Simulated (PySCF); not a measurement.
# Predicted spectroscopic data

PySCF calculation with B3LYP/pcJ-1 coupling constants (spin–dipole term left out of most H,H and C,H couplings), geometry: GFN2-xTB and shieldings: GIAO PBE0/pcSseg-1; no solvent model, a single conformation, non-relativistic Hamiltonian, equivalent nuclei averaged.

Referencing at the same level of theory: TMS for 1H, 13C. Multiplet labels drop J under 1 Hz and among equivalent protons, and merge close values. Unscaled 3J(H,H) run several per cent high. One-bond C–F couplings are unscaled and too large by tens of Hz. Shifts are as computed. Against solution values, carbons near 30 ppm lie about +3 ppm off and those near 130 ppm about +5 ppm. Of 1211 compounds with measured shifts, 218 miss one by over three times the rms of a fit or turn the order of signals round; such compounds aren't used in these exercises.

**1.** SMILES C#CC(=O)/C=C/F, C5H3FO. 1H NMR (600 MHz, computed): δ 8.03 (dd, J = 84.7, 12.2 Hz, 1H), 6.44 (dd, J = 13.6, 12.2 Hz, 1H), 2.85 (s, 1H). 13C{1H} NMR (computed): δ 177.5 (C, d, J = 19.8 Hz), 176.5 (CH, d, J = 366.8 Hz), 120.9 (CH, d, J = 5.9 Hz), 88.3 (CH), 87.1 (C).

**2.** 1,1,2-trifluoro-2-methylcyclopropane, C4H5F3. 1H NMR (600 MHz, computed): δ 1.73 (dt, J = 18.6, 2.4 Hz, 3H), 1.68 (m, 1H), 1.08 (m, 1H). 13C{1H} NMR (computed): δ 118.1 (ddd, J = 375.3, 364.2, 8.1 Hz), 81.2 (ddd, J = 300.5, 8.5, 6.0 Hz), 24.2 (dt, J = 11.8, 7.4 Hz), 18.6 (dd, J = 20.5, 4.6 Hz).
